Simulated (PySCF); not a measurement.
Cl3OV, multiplicity 1.

```xyz
5

V      0.0000     0.0000    -0.2605
O      0.0000     0.0000    -1.8189
Cl     1.7683     1.0210     0.4028
Cl    -1.7683     1.0210     0.4028
Cl     0.0000    -2.0419     0.4028
```
Charge 0, spin multiplicity 1.

Geometry optimised at PBE-D3(BJ)/def2-SVP. The spin state was assumed, not searched.

Calculation: B3LYP/pcSseg-1 (PySCF). Non-relativistic, no solvent.

Computed absolute GIAO shielding of each atom: isotropic value and principal components (ppm):
| atom | σ(iso) | σ11 | σ22 | σ33 | span |
|---|---|---|---|---|---|
| V1 | -2304.5 | -2795.6 | -2059.0 | -2059.0 | 736.5 |
| O2 | -1163.6 | -1761.5 | -1761.5 | 32.3 | 1793.8 |
| Cl3 | -104.9 | -1211.1 | 288.1 | 608.2 | 1819.3 |
| Cl4 | -104.9 | -1211.1 | 288.1 | 608.2 | 1819.3 |
| Cl5 | -104.9 | -1211.1 | 288.1 | 608.2 | 1819.3 |
